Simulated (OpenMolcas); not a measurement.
## Ionisation energies of molybdenum

```json
{
  "Program": "OpenMolcas 26.06",
  "Basis": "ANO-R3 [8s6p5d3f2g1h]",
  "Scalar Hamiltonian": "X2C, finite nucleus",
  "Spin-orbit coupling": "RASSI with atomic mean-field integrals over the reference wave functions, term energies averaged over their components"
}
```

Active shells in each charge state: the valence d, s shells, with orbitals averaged over the low states. Where CASPT2's correlated closed shells are named, they are those of the first ion.

A. CASSCF
B. SS-CASPT2, IPEA 0.25 Eh, imaginary shift 0.1 Eh (closed shells correlated: 4s 4p)
C. SS-CASPT2, IPEA 0.25 Eh, imaginary shift 0.1 Eh (closed shells correlated: 3d 4s 4p)
D. SS-CASPT2, IPEA 0 Eh, imaginary shift 0.1 Eh (closed shells correlated: 4s 4p)

Energies in eV between the lowest computed levels, named as in B; reference values from the NIST Atomic Spectra Database with their kind.

```
          From              To       A       B       C       D  Spin-orbit share in B                Reference
 Mo 4d5 5s 7S3  Mo+ 4d5 6S 5/2   6.586   7.226   7.244   7.421                 +0.000         7.092 (measured)
Mo+ 4d5 6S 5/2    Mo2+ 4d4 5D0  14.692  16.016  15.998  16.206                 -0.129  16.160 (semi-empirical)
```

Error against the reference values, in %:

```json
{"From": "Mo", "Reference": "measured", "A": "-7.1", "B": "+1.9", "C": "+2.1", "D": "+4.6"}
{"From": "Mo+", "Reference": "semi-empirical", "A": "-9.1", "B": "-0.9", "C": "-1.0", "D": "+0.3"}
```

Absolute error against the one measured value: A 0.51 eV, B 0.13 eV, C 0.15 eV, D 0.33 eV.

The lowest level within the active space need not be the ion's true ground level.
